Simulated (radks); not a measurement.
Values are calculated unless marked as measured or tabulated.
Ho3+, 64 electrons, occupied as [Xe] 4f10.

Level of theory: Dirac Kohn-Sham, PBEsol, spin-unpolarised, spherical densities, finite nucleus; open shells fill j = l - 1/2 first; Fermi nuclear charge, rms radius 5.2022 fm (a radial shooting solver on a logarithmic mesh with Libxc functionals).

Energy parts (hartree):
part                       energy
total                 -12621.6068
kinetic                13884.0672
electron-nucleus      -31102.2207
Hartree                 4863.1757
exchange-correlation    -266.6290

Orbitals (lengths in bohr, moments of r in powers of bohr; r(90%) holds 90 % of the orbital's charge):
| orbital | occ. | eigenvalue (hartree) | <1/r> | r(90%) | small-component weight |
|---|---|---|---|---|---|
| 1s1/2 | 2 | -2037.145 | 76.01 | 0.0376 | 6.27e-02 |
| 2s1/2 | 2 | -341.5816 | 18.24 | 0.136 | 1.40e-02 |
| 2p1/2 | 2 | -325.2351 | 18.22 | 0.120 | 1.40e-02 |
| 2p3/2 | 4 | -293.7652 | 15.88 | 0.130 | 1.29e-02 |
| 3s1/2 | 2 | -77.23258 | 6.670 | 0.337 | 4.48e-03 |
| 3p1/2 | 2 | -70.06834 | 6.588 | 0.329 | 4.42e-03 |
| 3p3/2 | 4 | -63.49719 | 5.991 | 0.348 | 4.11e-03 |
| 3d3/2 | 4 | -51.18773 | 5.875 | 0.320 | 3.99e-03 |
| 3d5/2 | 6 | -49.75164 | 5.728 | 0.326 | 3.90e-03 |
| 4s1/2 | 2 | -16.21801 | 2.794 | 0.745 | 1.44e-03 |
| 4p1/2 | 2 | -13.37163 | 2.686 | 0.769 | 1.36e-03 |
| 4p3/2 | 4 | -11.89132 | 2.480 | 0.814 | 1.24e-03 |
| 4d3/2 | 4 | -7.19839 | 2.261 | 0.885 | 1.07e-03 |
| 4d5/2 | 6 | -6.92903 | 2.210 | 0.901 | 1.04e-03 |
| 5s1/2 | 2 | -2.94055 | 1.067 | 1.80 | 3.06e-04 |
| 5p1/2 | 2 | -2.14673 | 0.9480 | 2.03 | 2.46e-04 |
| 5p3/2 | 4 | -1.94340 | 0.8786 | 2.16 | 2.18e-04 |
| 4f5/2 | 6 | -1.30679 | 1.675 | 1.33 | 6.39e-04 |
| 4f7/2 | 4 | -1.26830 | 1.652 | 1.36 | 6.26e-04 |

The highest occupied level is 4f7/2 at -34.512 eV. Summed over all electrons, <r^2> = 33.70 bohr^2, which gives a Langevin (diamagnetic) susceptibility term of -26.7 x 10^-6 cm^3/mol. For comparison, the ionisation energy in NIST's Atomic Spectra Database is 42.5 eV (semi-empirical). In exact Kohn-Sham theory the highest level is minus the ionisation energy, but local and semilocal functionals leave it too shallow, through self-interaction and a potential that decays too fast; potentials with the right tail come closer. The electron density at the nucleus is 8.043e+05 e/bohr^3.

Beside tabulated values, note that spin-unpolarised runs miss the spin-polarisation part of the exchange energy of open shells.
